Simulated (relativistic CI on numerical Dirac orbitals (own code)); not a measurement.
Spin-allowed bands of a d3 ion in a tetrahedral site, by hand

Problem. Take Δ = 8840 cm⁻¹ and B = 610 cm⁻¹ for a d3 ion in a tetrahedral site. Calculate the three spin-allowed bands.

Working.
1. The terms of highest spin are 4F (energy 0) and 4P (15B = 9150 cm⁻¹). Here the F term splits into A2 at +1.2Δ = 10608, T2 at +0.2Δ = 1768 and T1 at −0.6Δ = -5304 cm⁻¹.
2. The two T1 states mix through the element 0.4Δ: H = [[-5304, 3536], [3536, 9150]], with roots ½(H₁₁ + H₂₂) ∓ ½√[(H₂₂ − H₁₁)² + 4H₁₂²] = ½(3846) ∓ ½(16091) = -6123 and 9969 cm⁻¹.
3. The ground term is 4T1 at -6123 cm⁻¹.
4. Bands: 4T2 7891 cm⁻¹ (1267 nm), 4T1(P) 16091 cm⁻¹ (621 nm), 4A2 16731 cm⁻¹ (598 nm).

Check. Exact diagonalisation of the whole d3 shell with these parameters gives 4T2 7891, 4T1 16091, 4A2 16731 cm⁻¹. The match is exact, since without spin-orbit coupling no other term has this spin. The ratio of the second band to the first, 2.039, depends on Δ/B = 14.5 alone, which is how a Tanabe-Sugano diagram is read.
